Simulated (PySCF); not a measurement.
**Simulated absorption spectrum**

Compound: C3H12O2Si3.
InChI=1S/C3H12O2Si3/c1-3(2)7-5-8-4-6/h1,7-8H2,2,6H3

Theory: TDDFT CAM-B3LYP/def2-SVPD, vertical, gas phase, core orbitals frozen in the response in PySCF. One conformer (not necessarily the lowest) at the PBE0-D3(BJ)/def2-SVP geometry, without solvent, vibrations or thermal averaging. Torsions of this conformer, `[CH2:1]=[C:2]([CH3:3])[SiH2:4][O:5][SiH2:6][O:7][SiH3:8]`: C1–C2–Si4–O5 15°, C2–Si4–O5–Si6 62°, Si4–O5–Si6–O7 -4°, O5–Si6–O7–Si8 -23°.

Computed states:

| state | E (eV) | f |
| --- | --- | --- |
| S1 | 6.61 | 0.0066 |
| S2 | 6.78 | 0.209 |
| S3 | 7.27 | 0.038 |
| S4 | 7.40 | 0.0080 |
| S5 | 7.48 | 0.0095 |
| S6 | 7.64 | 0.0073 |
| S7 | 7.68 | 0.0018 |
| S8 | 7.81 | 0.0025 |
| S9 | 7.87 | 0.013 |
| S10 | 8.06 | 0.046 |

Broadening: Gaussians 0.4 eV wide at half height, area fixed by f = 4.319×10⁻⁹ ∫ε dν̃. The cross-section is σ = 3.8235×10⁻²¹ ε cm², given in Mb (10⁻¹⁸ cm²). The width is an assumption, not a result. The curve ends short of the highest state used, and states not computed would add to its high-energy end.

(1) What does the envelope look like, and where are its maxima?

(2) On this curve, what absorbance would a 10⁻⁵ mol/L sample give at 193 nm over a 1 cm path?

(3) Coming from long wavelengths, where does ε first pass 100 L mol⁻¹ cm⁻¹?

## Answers

(1) 
```
λ (nm)  σ (Mb)
 166.3   11.37
 167.7   12.72
 169.1   13.45
 170.4   13.44
 171.8   13.09
 173.2   13.27
 174.6   15.21
 176.0   19.84
 177.4   27.31
 178.7   35.94
 180.1   45.19
 181.5   52.14
 182.9   54.95
 184.3   52.96
 185.7   46.83
 187.1   38.15
 188.4   29.41
 189.8   20.71
 191.2   13.60
 192.6    8.38
 194.0    4.86
 195.4    2.67
 196.8    1.39
 198.1    0.73
 199.5    0.35
 200.9    0.16
 202.3    0.07
 203.7    0.03
 205.1    0.01
 206.5    0.00
```

Maxima: 183 nm (6.77 eV), ε about 14000, made up of S2 (98%); 170 nm (7.31 eV), ε about 3500, made up of S3 (71%), S4 (13%) and S5 (11%) (hardly more than a shoulder) (ε in L mol⁻¹ cm⁻¹; maxima over ε = 5, shares over 10%).

(2) 193 nm is 6.424 eV, where ε is about 1900 L mol⁻¹ cm⁻¹, so A = ε c l ≈ 0.019 (Beer–Lambert, with the gas-phase spectrum and the assumed width).

(3) At about 199 nm (6.22 eV), 0.39 eV below S1.

The vertical ionisation energy (ΔSCF) is 9.66 eV, 1.61 eV above S10.

The run took 23 min of wall time on one thread, Intel Xeon at 2.50 GHz (x86_64), shared host with 64 logical CPUs at a one-minute load of 62, and the process peaked at 1.4 GiB of memory.
